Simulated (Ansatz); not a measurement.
Reaction (redistribution): `[TeH]C1O[SiH2]1` + `CC[SiH2][SeH]` → `CC[SiH2][TeH]` + `[SeH]C1O[SiH2]1`

Program: Ansatz. Geometries: PBE0-D4/def2-TZVP. ΔE: electronic, gas phase. CCSD(T)/CBS is the MP2 limit (def2-TZVPP, def2-QZVPP) plus CCSD(T) − MP2 in def2-TZVPP, frozen cores. DFT in def2-TZVPP. Elements past krypton have def2 core potentials. For Se, Te outer-core shells are correlated without core-valence functions, which leaves a few kJ/mol of doubt a bond. Scalar relativity is left out up to krypton. One conformer a species, not always the lowest.

```json
{"level": "PBE-D4", "ΔE (kJ/mol)": "6.0", "difference from CCSD(T)/CBS": "-5.6"}
{"level": "r2SCAN-D4", "ΔE (kJ/mol)": "8.1", "difference from CCSD(T)/CBS": "-3.5"}
{"level": "PBE0-D4", "ΔE (kJ/mol)": "5.7", "difference from CCSD(T)/CBS": "-5.9"}
{"level": "ωB97M-V", "ΔE (kJ/mol)": "8.5", "difference from CCSD(T)/CBS": "-3.1"}
{"level": "PBE", "ΔE (kJ/mol)": "6.1", "difference from CCSD(T)/CBS": "-5.5"}
{"level": "MP2/def2-TZVPP", "ΔE (kJ/mol)": "8.6", "difference from CCSD(T)/CBS": "-3.0"}
{"level": "CCSD/def2-TZVPP", "ΔE (kJ/mol)": "8.9", "difference from CCSD(T)/CBS": "-2.7"}
{"level": "MP2/def2-QZVPP", "ΔE (kJ/mol)": "10.2", "difference from CCSD(T)/CBS": "-1.4"}
{"level": "SCS-MP2/def2-QZVPP", "ΔE (kJ/mol)": "10.7", "difference from CCSD(T)/CBS": "-0.9"}
{"level": "CCSD/CBS(def2)", "ΔE (kJ/mol)": "11.4", "difference from CCSD(T)/CBS": "-0.2"}
{"level": "CCSD(T)/CBS", "ΔE (kJ/mol)": "11.6", "difference from CCSD(T)/CBS": "0"}
```

Largest T1 diagnostic among the species: 0.014.
